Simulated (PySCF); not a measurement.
These 3 structures share the formula C7H12O. Method: PBE0-D3(BJ)/def2-SVP geometry optimisation, gas phase (PySCF). One conformer each; no zero-point energy, no entropy. No frequencies were run at this level. Point groups hold within 0.08 Å.

Question: Rank from lowest to highest electronic energy at this level (kcal/mol).
A. `[CH3:1][O:2][C@@H:3]1[CH2:4][C@@H:5]2[CH2:6][CH2:7][C@H:8]12` with C1–O2–C3–C4 176°
B. `[CH2:1]=[C:2]1[CH2:3][CH2:4][C@@:5]1([CH3:6])[O:7][CH3:8]` with C4–C5–O7–C8 162°, C1–C2–C3–C4 -155°, C2–C3–C4–C5 -16°, C3–C4–C5–C6 137°, C1–C2–C5–C4 155°
C. `[CH3:1][CH2:2][C@@H:3]1[CH2:4]/[C:5]1=[CH:6]/[O:7][CH3:8]` with C1–C2–C3–C4 -82°, C5–C6–O7–C8 -1°

Answer: B (0.0), A (1.0), C (7.8).

As drawn, the lowest has a four-membered ring, which the highest lacks; the highest has a three-membered ring, which the lowest lacks. Neighbours under 2.5 kcal/mol apart (C=C1CC[C@@]1(C)OC and CO[C@@H]1C[C@@H]2CC[C@@H]21) can change places with a better method, another conformer or zero-point energy.

```json
{"SMILES": "C=C1CC[C@@]1(C)OC", "E (Eh)": "-348.48045", "E rel (kcal/mol)": "0.0", "dipole (D)": "0.88", "point group": "C1", "A, B, C (MHz)": "2549, 1902, 1699"}
{"SMILES": "CO[C@@H]1C[C@@H]2CC[C@@H]21", "E (Eh)": "-348.47880", "E rel (kcal/mol)": "1.0", "dipole (D)": "1.17", "point group": "C1", "A, B, C (MHz)": "3993, 1653, 1391"}
{"SMILES": "CC[C@@H]1C/C1=C/OC", "E (Eh)": "-348.46802", "E rel (kcal/mol)": "7.8", "dipole (D)": "1.25", "point group": "C1", "A, B, C (MHz)": "3655, 1185, 951.8"}
```

As an exercise, what shares would exp(−E/RT) give at 1000 K from these electronic energies alone (no entropy, no degeneracies)?

RT = 1.987 kcal/mol: C=C1CC[C@@]1(C)OC 62.0 %, CO[C@@H]1C[C@@H]2CC[C@@H]21 36.8 %, CC[C@@H]1C/C1=C/OC 1.2 %.
